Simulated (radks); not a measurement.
Results of a calculation; reference values are marked as such.
Problem. Level of theory: scalar-relativistic Kohn-Sham, r2SCAN, spin-polarised, spherical densities, finite nucleus; open shells are filled with parallel spins first (spin-orbit coupling, left out, can overturn this in heavy ions); meta-GGA in the generalised Kohn-Sham scheme; Fermi nuclear charge, rms radius of each element as measured or else 0.836 A^(1/3) + 0.57 fm (a radial shooting solver on a logarithmic mesh with Libxc functionals). Each species is in its NIST ground configuration. Rank Gd4+, Tm4+, Er4+, Nd4+, Lu4+, Eu4+, La4+, Pr4+, Pm4+, Yb4+, Tb4+, Ho4+, Sm4+, Ce4+, Dy4+ by mean radius of the outermost orbital (bohr), largest first.

Solution. La4+ 1.71, Ce4+ 1.64, Pr4+ 1.61, Nd4+ 1.58, Pm4+ 1.56, Sm4+ 1.53, Eu4+ 1.51, Gd4+ 1.49, Tb4+ 1.47, Dy4+ 1.44, Ho4+ 1.41, Er4+ 1.39, Tm4+ 1.36, Yb4+ 1.34, Lu4+ 1.32.
